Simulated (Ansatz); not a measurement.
Total energies of Si21SbH28, a doped nanocrystal cut from the lattice of silicon (Sb on an inner site) from Ansatz at PBE0-D4/def2-SVP, gas phase (1 Eh = 27.2114 eV = 2625.5 kJ/mol). The reference geometry is relaxed at PBE-D4/def2-SVP.

Cartesian coordinates in Å:
```
Si -0.532 -3.093 -2.904
Si 2.038 1.375 -4.865
Si 0.432 -4.755 0.425
Si -2.981 -2.995 0.059
Si -1.223 0.275 -0.949
Si -3.676 0.264 1.969
Si -0.272 -1.474 2.326
Si -1.903 3.517 0.979
Si 2.209 -1.477 -0.595
Si 4.071 1.774 -1.568
Si 1.493 1.765 1.315
Si 0.525 3.551 -1.966
Si -0.988 1.763 4.272
Si -1.344 -4.274 -1.041
Sb 0.581 -0.775 -2.494
Si 2.482 2.748 -3.021
Si 1.359 -2.737 1.198
Si -2.033 -0.995 0.847
Si -0.266 2.267 -0.160
Si -2.747 2.266 2.788
Si 0.664 0.527 3.138
Si 3.153 0.523 0.203
H 0.508 -3.921 -3.619
H -1.658 -2.835 -3.876
H 0.586 1.193 -5.227
H 2.768 0.057 -4.898
H 1.481 -5.563 -0.299
H -0.074 -5.570 1.590
H -4.108 -2.675 -0.892
H -3.548 -3.773 1.221
H -2.382 0.629 -1.854
H -4.805 0.568 1.014
H -4.232 -0.555 3.109
H -0.828 -2.280 3.478
H -3.020 3.862 0.025
H -1.293 4.804 1.479
H 3.290 -2.278 -1.287
H 4.988 0.894 -2.385
H 4.908 2.881 -0.974
H 2.082 3.066 1.813
H -0.574 3.667 -2.997
H 0.813 4.941 -1.448
H -1.517 0.963 5.438
H -0.394 3.043 4.809
H -1.952 -5.569 -1.535
H 3.164 3.988 -3.560
H 2.506 -3.022 2.144
H -3.806 3.063 3.516
H 1.805 0.193 4.072
H 4.252 0.189 1.188
```

| state | geometry | energy (Eh) |
| --- | --- | --- |
| charge 0 doublet | reference | -6332.38645 |
| charge 1 singlet | reference | -6332.14346 |
| charge 1 singlet | relaxed at PBE-D4/def2-SVP | -6332.21999 |
| charge -1 singlet | reference | -6332.44812 |
| free Si atom (triplet) | – | -289.15194 |
| free Sb atom (quartet) | – | -240.21816 |
| free H atom (doublet) | – | -0.50029 |

In the def2 sets Sb takes a core potential; there is no spin–orbit coupling. Single mean-field runs in def2-SVP are fitted with def2-universal-jkfit.

Work out the vertical ionisation energy to the singlet.

E(charge 1 singlet) − E(charge 0 doublet) = -6332.14346 − (-6332.38645) = 0.24299 Eh = 6.61 eV. For comparison, −ε of the highest occupied level of the spin that leaves is 5.42 eV at this level, 1.19 eV less.

Work out the vertical electron affinity, to the singlet.

E(charge 0 doublet) − E(charge -1 singlet) = -6332.38645 − (-6332.44812) = 0.06167 Eh = 1.68 eV. The basis lacks diffuse functions, which makes affinities too small.

Give the fundamental gap IE − EA, the Mulliken electronegativity (IE + EA)/2 and the hardness (IE − EA)/2.

From the values in Eh: IE − EA = 0.24299 − 0.06167 = 0.18132 Eh = 4.93 eV; (IE + EA)/2 = 4.15 eV; (IE − EA)/2 = 2.47 eV.

How much does the charge 1 singlet relax, and what is the adiabatic ionisation energy?

Relaxation: -6332.14346 − (-6332.21999) = 0.07653 Eh = 2.08 eV. Adiabatic ionisation energy: 0.16646 Eh = 4.53 eV, without zero-point energy. Bonds change on the way (0 lost, 1 formed), so the relaxed form is another species. 

What is the binding energy per atom against free atoms?

Atoms: 21 × (-289.15194) + 1 × (-240.21816) + 28 × (-0.50029) = -6326.41702 Eh. Binding: -6326.41702 − (-6332.38645) = 5.96943 Eh = 162.44 eV, or 3.25 eV for each of 50 atoms (no zero-point energy, no counterpoise term).
